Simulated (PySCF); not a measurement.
SMILES [C](F)(F)F (CF3), doublet, CAM-B3LYP/def2-SVP optimised geometry.

```
4

F     -0.90     0.96     0.00
C     -0.42    -0.26     0.00
F      0.90    -0.26     0.00
F     -0.90    -0.96     1.00
```

Density from unrestricted CAM-B3LYP/def2-TZVP run with PySCF at that geometry.

Minimum of the electron density along straight lines between bonded atoms, close to the bond critical point (lines longer than 1.1 times the sum of covalent radii, or with two minima, are not listed):

```csv
bond,length / Å,ρ at the minimum / e bohr⁻³,∇²ρ there / e bohr⁻⁵,position (fraction from the first atom)
F1–C2,1.311,0.299,-0.24,0.67
C2–F3,1.311,0.299,-0.24,0.34
C2–F4,1.311,0.299,-0.24,0.34
```
